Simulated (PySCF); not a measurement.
Method: B3LYP-D3(BJ)/def2-TZVP // B3LYP-D3(BJ)/def2-SVP run with PySCF. Isolated molecules, 0 K electronic values unless said otherwise. One relaxed conformer stands for a flexible species; it need not be the lowest. B3LYP has the VWN-RPA correlation part, as in Gaussian. Excitations are Tamm–Dancoff values on a coarser integration grid. The basis has no diffuse functions, so Rydberg states are missing or too high.

Reference species (SMILES): `[SH][GeH2][GeH2][SH]` (neutral, multiplicity 1).

LUMO: -1.16 eV
T1 excitation (TDA): 4.25 eV

Changed species: `[SH][GeH2][SH]` (H–S–Ge–S torsion -140°, S–Ge–S–H torsion -140°) (n = 1; the reference has n = 2).

### Question
Predict the effect on the LUMO and T1 excitation (TDA).

### Answer
the LUMO rises by 0.39 eV, to -0.77 eV; the T1 excitation (TDA) goes up by 0.55 eV, to 4.80 eV.
